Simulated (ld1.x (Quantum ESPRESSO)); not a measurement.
## Transferability test, TM potential for B

- Element: boron (B)
- Generator: ld1.x (Quantum ESPRESSO) 7.5
- Type: norm-conserving Troullier–Martins (Kleinman–Bylander form)
- Functional: PBEsol
- Relativity: scalar-relativistic
- Frozen core: [He]
- Valence charge: 3
- Reference configuration: 2s2 2p1
- Partial waves: 2p (bound): rc 1.95 bohr; 2s (bound): rc 1.55 bohr
- Local potential: the s channel
- Core correction: Bessel-smoothed model core inside 0.70 bohr

Energies are relative to the spin-unpolarised reference configuration 2s2 2p1; without spin polarisation the order of configurations can differ from experiment. The frozen-core shift is the all-electron ΔE with the core orbitals held at their reference shape minus the fully relaxed ΔE.

```tsv
valence configuration	charge	ΔE all-electron (eV)	error AE − PS (meV)	frozen-core shift (meV)
2s2 2p0	+1	8.139	+18	+0.5
2s1 2p0	+2	33.401	+67	+7.3
2s2 2p0.5	+0.5	2.855	+2.3	+0.1
2s1 2p2	0	5.819	+0.4	+0.4
2s0 2p3	0	11.657	+2.5	+1.6
2s2 2p1.3	-0.3	-0.724	+0.2	0.0
```

What are ΔE and the potential's error for 2s1 2p1?

ΔE = 14.264 eV all-electron; the error (AE − PS) is -4.4 meV.
